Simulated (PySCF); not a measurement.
How methods differ on the excitation energy of Hf

Hf [Xe] 4f14 5d2 6s2 (3F) → Hf [Xe] 4f14 5d4 (5D), as a difference of total energies. All numbers are calculated (PySCF 2.14, the spin-free X2C one-electron Hamiltonian (Gaussian nucleus), in x2c-TZVPPall with one added diffuse shell each of s, p, d, f type (12s8p8d4f1g, 113 functions)). Correlated levels: valence: [Xe] 4f14 frozen. The calculations carry no spin-orbit coupling.

| method | excitation energy (eV) |
| --- | --- |
| UHF | 4.408 |
| MP2 (valence) | 4.766 |
| SCS-MP2 (valence) | 5.393 |
| CCSD (valence) | 4.830 |
| CCSD(T) (valence) | 4.857 |

How much does correlation contribute at CCSD(T) (valence)?

4.857 − (4.408) = 0.449 eV, measured against UHF.

A first-order spin-orbit estimate (lowest level to lowest level, LS coupling) adds 0.153 eV.
